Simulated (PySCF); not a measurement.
Input file for PySCF: R-M06-2X/def2-TZVPP on GeH4SSi (SMILES [SiH3][Ge][SH]), a point of a torsion scan.

```python
from pyscf import gto, dft

mol = gto.M(
    atom='''
    Si    0.99899249   -0.06740963   -0.00691038
    Ge   -0.57047106    1.79218696   -0.12209284
    S    -2.38747060    0.48403957    0.03864952
    H     0.66482022   -1.30188906   -0.72569387
    H     2.34401666    0.32371996   -0.45932202
    H     1.15511881   -0.44444415    1.40836469
    H    -3.16286996    1.38520341    0.63540240
    ''',
    basis='def2-tzvpp',
    charge=0, spin=0, verbose=4, max_memory=1800)
mf = dft.RKS(mol, xc='m062x').density_fit(auxbasis='def2-universal-jkfit')
mf.grids.level = 4
mf.conv_tol = 1e-9
mf.max_cycle = 150
mf.kernel()
mf.dip_moment()
```

It printed:

```
PySCF version 2.14.0

[INPUT] verbose = 4
[INPUT] num. atoms = 7
[INPUT] num. electrons = 66
[INPUT] charge = 0
[INPUT] spin (= nelec alpha-beta = 2S) = 0
[INPUT] symmetry False subgroup None
[INPUT] Mole.unit = angstrom
[INPUT] Symbol           X                Y                Z      unit          X                Y                Z       unit  Magmom
[INPUT]  1 Si     0.998992490000  -0.067409630000  -0.006910380000 AA    1.887822206597  -0.127385738858  -0.013058725617 Bohr   0.0
[INPUT]  2 Ge    -0.570471060000   1.792186960000  -0.122092840000 AA   -1.078034065390   3.386742518417  -0.230722029370 Bohr   0.0
[INPUT]  3 S     -2.387470600000   0.484039570000   0.038649520000 AA   -4.511665564451   0.914702220752   0.073037007646 Bohr   0.0
[INPUT]  4 H      0.664820220000  -1.301889060000  -0.725693870000 AA    1.256328137873  -2.460213767967  -1.371362664576 Bohr   0.0
[INPUT]  5 H      2.344016660000   0.323719960000  -0.459322020000 AA    4.429549518818   0.611742065455  -0.867992820782 Bohr   0.0
[INPUT]  6 H      1.155118810000  -0.444444150000   1.408364690000 AA    2.182858192234  -0.839877721165   2.661423547608 Bohr   0.0
[INPUT]  7 H     -3.162869960000   1.385203410000   0.635402400000 AA   -5.976957992014   2.617655071714   1.200736514891 Bohr   0.0

nuclear repulsion = 304.609932630108
number of shells = 68
number of NR pGTOs = 290
number of NR cGTOs = 188
basis = def2-tzvpp
ecp = {}


******** <class 'pyscf.df.df_jk.DFRKS'> ********
method = DFRKS
initial guess = minao
damping factor = 0
level_shift factor = 0
DIIS = <class 'pyscf.scf.diis.CDIIS'>
diis_start_cycle = 1
diis_space = 8
diis_damp = 0
SCF conv_tol = 1e-09
SCF conv_tol_grad = None
SCF max_cycles = 150
direct_scf = False
XC library pyscf.dft.libxc version 7.1.2
    S. Lehtola, C. Steigemann, M. J. T. Oliveira, and M. A. L. Marques,  SoftwareX 7, 1–5 (2018)
XC functionals = m062x
    Y. Zhao and D. G. Truhlar,  Theor. Chem. Acc. 120, 215 (2008)
    Y. Zhao and D. G. Truhlar,  Theor. Chem. Acc. 120, 215 (2008)
radial grids:
    Treutler-Ahlrichs [JCP 102, 346 (1995); DOI:10.1063/1.469408] (M4) radial grids

becke partition: Becke, JCP 88, 2547 (1988); DOI:10.1063/1.454033
pruning grids: <function nwchem_prune>
grids dens level: 4
symmetrized grids: False
atomic radii adjust function: <function treutler_atomic_radii_adjust>
small_rho_cutoff = 0
Set gradient conv threshold to 3.16228e-05
Initial guess from minao.
tot grids = 150632
******** <class 'pyscf.df.df.DF'> ********
auxbasis = def2-universal-jkfit
init E= -2766.34782127159
  HOMO = -0.212146842519331  LUMO = -0.109539645879394  gap/eV = 2.79208
cycle= 1 E= -2767.03105528186  delta_E= -0.683  |g|= 0.457  |ddm|= 2.13
  HOMO = -0.287569469015381  LUMO = -0.11229603834591  gap/eV = 4.76943
cycle= 2 E= -2767.0279302523  delta_E= 0.00313  |g|= 0.513  |ddm|= 0.771
  HOMO = -0.272830433269952  LUMO = -0.0815557463994807  gap/eV = 5.20485
cycle= 3 E= -2767.07218377678  delta_E= -0.0443  |g|= 0.0344  |ddm|= 0.371
  HOMO = -0.272335089076083  LUMO = -0.0787813598794358  gap/eV = 5.26687
cycle= 4 E= -2767.07253024368  delta_E= -0.000346  |g|= 0.0179  |ddm|= 0.0602
  HOMO = -0.272238908161061  LUMO = -0.0780701104614074  gap/eV = 5.28360
cycle= 5 E= -2767.07262174401  delta_E= -9.15e-05  |g|= 0.00459  |ddm|= 0.0246
  HOMO = -0.272603261335124  LUMO = -0.0784291208841026  gap/eV = 5.28375
cycle= 6 E= -2767.07263057175  delta_E= -8.83e-06  |g|= 0.00117  |ddm|= 0.00867
  HOMO = -0.272523713670179  LUMO = -0.0783499701650641  gap/eV = 5.28374
cycle= 7 E= -2767.07263129413  delta_E= -7.22e-07  |g|= 0.000338  |ddm|= 0.00255
  HOMO = -0.272527395225286  LUMO = -0.0783484870885403  gap/eV = 5.28388
cycle= 8 E= -2767.07263140414  delta_E= -1.1e-07  |g|= 0.000127  |ddm|= 0.00105
  HOMO = -0.272531967201367  LUMO = -0.0783503182279759  gap/eV = 5.28395
cycle= 9 E= -2767.07263142604  delta_E= -2.19e-08  |g|= 5.96e-05  |ddm|= 0.000406
  HOMO = -0.2725291275773  LUMO = -0.0783489906942876  gap/eV = 5.28391
cycle= 10 E= -2767.07263143259  delta_E= -6.55e-09  |g|= 2.41e-05  |ddm|= 0.000264
  HOMO = -0.27253001366935  LUMO = -0.0783494137736263  gap/eV = 5.28392
cycle= 11 E= -2767.07263143371  delta_E= -1.13e-09  |g|= 7.27e-06  |ddm|= 0.000131
  HOMO = -0.272529609966163  LUMO = -0.0783489598147682  gap/eV = 5.28392
cycle= 12 E= -2767.07263143377  delta_E= -5.32e-11  |g|= 2.04e-06  |ddm|= 2.82e-05
  HOMO = -0.272529721981876  LUMO = -0.0783490718298516  gap/eV = 5.28392
Extra cycle  E= -2767.07263143377  delta_E= -3.18e-12  |g|= 1.21e-06  |ddm|= 5.47e-06
converged SCF energy = -2767.07263143377
Dipole moment(X, Y, Z, Debye): -0.09902,  1.06875,  0.08924
```

Self-consistency was reached.

Cost: roughly 30 core-seconds.
